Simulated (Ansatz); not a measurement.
AlBH6OSi, SMILES `[AlH2][BH]O[SiH3]`, 10 atoms. The species carries charge 0 and has multiplicity 1. All runs use 2 threads of an Intel Xeon 6975P-C on a shared host. Correlated methods freeze the cores.

Give the basis size and wall time and peak host memory of each of these runs in Ansatz. RHF-CCSD(T)/def2-SVP energy; RKS PBE0-D4/def2-QZVPP energy; RKS ωB97X-V/def2-TZVPP energy; RHF-MP2/def2-QZVPP energy; RKS PBE0-D4/def2-TZVPP energy; RKS ωB97M-V/def2-QZVPP energy; RHF-CCSD(T)/def2-TZVPP energy; RKS PBE0-D4/def2-SVP energy; RKS ωB97M-V/def2-SVP energy; RKS PBE-D4/def2-TZVPP energy and forces; RKS PBE0-D4/def2-TZVP frequencies; RKS PBE0-D4/def2-TZVP relaxation (13 steps). (Estimate.)

Ansatz gave: Other jobs shared the machine, so times are rough.

```tsv
level	job	functions	wall time	peak host memory (GiB)
RKS PBE0-D4/def2-SVP	energy	94	0.75 s	0.41
RHF-CCSD(T)/def2-SVP	energy	94	1.9 s	0.41
RKS PBE-D4/def2-TZVPP	energy and forces	230	1.9 s	0.28
RKS PBE0-D4/def2-TZVPP	energy	230	2 s	0.5
RKS ωB97M-V/def2-SVP	energy	94	2.6 s	0.41
RKS ωB97X-V/def2-TZVPP	energy	230	5.5 s	0.62
RKS PBE0-D4/def2-QZVPP	energy	434	6.5 s	1.2
RKS ωB97M-V/def2-QZVPP	energy	434	14 s	1.5
RHF-MP2/def2-QZVPP	energy	434	15 s	2.1
RKS PBE0-D4/def2-TZVP	relaxation (13 steps)	172	30 s	0.42
RHF-CCSD(T)/def2-TZVPP	energy	230	35 s	3.8
RKS PBE0-D4/def2-TZVP	frequencies	172	90 s	0.43
```
